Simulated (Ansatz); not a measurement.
Relaxation of C₂H₇ClSSi (12 atoms, charge 0, multiplicity 1), to a largest force component of 0.02 eV/Å in at most 50 steps.

Theory: UKS B3LYP-D4/6-31G* (Ansatz 0.2.0).

```xyz
12
Properties=species:S:1:pos:R:3
C -0.542 0.206 1.598
C 0.705 0.458 0.825
S 1.107 -0.982 -0.199
Si 0.047 -0.762 -1.974
Cl 0.514 0.946 -2.944
H -0.789 1.134 2.224
H -0.511 -0.629 2.237
H -1.407 0.155 0.905
H 1.524 0.628 1.587
H 0.657 1.366 0.235
H 1.441 -2.321 -0.190
H 0.246 -1.905 -2.868
```

Task: Where does it end, and by what steps?

Result: It converged. After 20 steps the energy has fallen by 3.274 eV; H11 moved furthest, 0.86 Å.

```csv
step,energy less start (eV),largest force component (eV/Å),accepted
0,0.0000,3.707,yes
1,-1.6296,2.917,yes
2,-2.4394,2.277,yes
3,-2.7348,2.454,yes
4,-3.0084,2.018,yes
5,-3.1659,1.327,yes
6,-3.2391,0.380,yes
7,-3.2514,0.270,yes
8,-3.2603,0.097,yes
9,-3.2641,0.076,yes
10,-3.2665,0.092,yes
11,-3.2683,0.055,yes
12,-3.2701,0.081,yes
13,-3.2710,0.047,yes
14,-3.2722,0.045,yes
15,-3.2727,0.062,yes
16,-3.2731,0.024,yes
17,-3.2734,0.023,yes
18,-3.2736,0.026,yes
19,-3.2737,0.023,yes
20,-3.2738,0.015,yes
```

```xyz
12
Properties=species:S:1:pos:R:3
C -0.522 0.189 1.451
C 0.850 0.405 0.828
S 1.395 -0.953 -0.305
Si -0.438 -0.926 -2.050
Cl 0.239 1.049 -2.687
H -0.778 1.057 2.068
H -0.535 -0.698 2.094
H -1.295 0.073 0.685
H 1.634 0.513 1.582
H 0.869 1.290 0.185
H 1.008 -1.989 0.473
H 0.566 -1.719 -2.888
```

Whether the end is a true minimum wasn't checked by a vibrational analysis.

Time of the run: 45 s on 2 threads of AMD EPYC 9R45 96-Core Processor (Zen 5), with other jobs on the host, peak memory 0.41 GiB.
